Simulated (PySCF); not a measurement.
TiCl⁺: frontier orbitals

PBE at R = 2.184 Å; basis Ti def2-TZVPPD, Cl def2-TZVPPD; no relativity; PySCF 2.14. State: triplet, unpaired electrons π ↑, δ ↑, a mixture of terms (⟨Lz²⟩ = 4.7). Only the outer orbitals are listed, counted within each symmetry.

```json
{"spin": "α", "orbital": "9σ", "occ.": "1", "ε (eV)": "-24.82", "on Ti (%)": "6", "main shells (%)": "94 Cl s"}
{"spin": "α", "orbital": "10σ", "occ.": "1", "ε (eV)": "-14.06", "on Ti (%)": "24", "main shells (%)": "73 Cl p, 15 Ti d"}
{"spin": "α", "orbital": "4π", "occ.": "1", "ε (eV)": "-13.25", "on Ti (%)": "20", "main shells (%)": "80 Cl p, 18 Ti d"}
{"spin": "α", "orbital": "4π", "occ.": "1", "ε (eV)": "-13.21", "on Ti (%)": "16", "main shells (%)": "83 Cl p, 14 Ti d"}
{"spin": "α", "orbital": "1δ", "occ.": "1", "ε (eV)": "-10.93", "on Ti (%)": "99", "main shells (%)": "96 Ti d"}
{"spin": "α", "orbital": "5π", "occ.": "1", "ε (eV)": "-10.32", "on Ti (%)": "83", "main shells (%)": "80 Ti d, 17 Cl p"}
{"spin": "α", "orbital": "1δ", "occ.": "0", "ε (eV)": "-10.00", "on Ti (%)": "100", "main shells (%)": "100 Ti d"}
{"spin": "α", "orbital": "11σ", "occ.": "0", "ε (eV)": "-9.95", "on Ti (%)": "98", "main shells (%)": "52 Ti d, 46 Ti s"}
{"spin": "α", "orbital": "5π", "occ.": "0", "ε (eV)": "-9.83", "on Ti (%)": "86", "main shells (%)": "84 Ti d, 13 Cl p"}
{"spin": "β", "orbital": "3π", "occ.": "1", "ε (eV)": "-43.18", "on Ti (%)": "100", "main shells (%)": "100 Ti p"}
{"spin": "β", "orbital": "8σ", "occ.": "1", "ε (eV)": "-43.18", "on Ti (%)": "99", "main shells (%)": "100 Ti p"}
{"spin": "β", "orbital": "3π", "occ.": "1", "ε (eV)": "-42.70", "on Ti (%)": "100", "main shells (%)": "100 Ti p"}
{"spin": "β", "orbital": "9σ", "occ.": "1", "ε (eV)": "-24.82", "on Ti (%)": "5", "main shells (%)": "94 Cl s"}
{"spin": "β", "orbital": "10σ", "occ.": "1", "ε (eV)": "-13.92", "on Ti (%)": "20", "main shells (%)": "78 Cl p, 12 Ti d"}
{"spin": "β", "orbital": "4π", "occ.": "1", "ε (eV)": "-13.18", "on Ti (%)": "11", "main shells (%)": "88 Cl p, 9 Ti d"}
{"spin": "β", "orbital": "4π", "occ.": "1", "ε (eV)": "-12.97", "on Ti (%)": "10", "main shells (%)": "90 Cl p"}
{"spin": "β", "orbital": "1δ", "occ.": "0", "ε (eV)": "-9.16", "on Ti (%)": "100", "main shells (%)": "100 Ti d"}
{"spin": "β", "orbital": "11σ", "occ.": "0", "ε (eV)": "-9.01", "on Ti (%)": "97", "main shells (%)": "57 Ti d, 40 Ti s"}
{"spin": "β", "orbital": "5π", "occ.": "0", "ε (eV)": "-8.93", "on Ti (%)": "90", "main shells (%)": "89 Ti d, 9 Cl p"}
```

**Question.** Which are the highest filled and the lowest empty level, where do they sit, and how wide is the gap?

**Answer.** Highest filled α 5π at -10.32 eV (in %: 80 Ti d, 17 Cl p); lowest empty α 1δ at -10.00 eV (in %: 100 Ti d); the gap at PBE is 0.32 eV.

- bond order (Mayer): 1.51
- ⟨S²⟩: 2.009
- charge on Ti (Mulliken, basis-dependent): 1.05
- charge on Ti (Löwdin, basis-dependent): 0.69
- dipole moment (positive dipole points towards Cl; it is taken about the centre of mass and depends on that origin): -6.91 D

With d or f electrons several states lie close, and the lowest PBE0 determinant need not be the measured ground state.
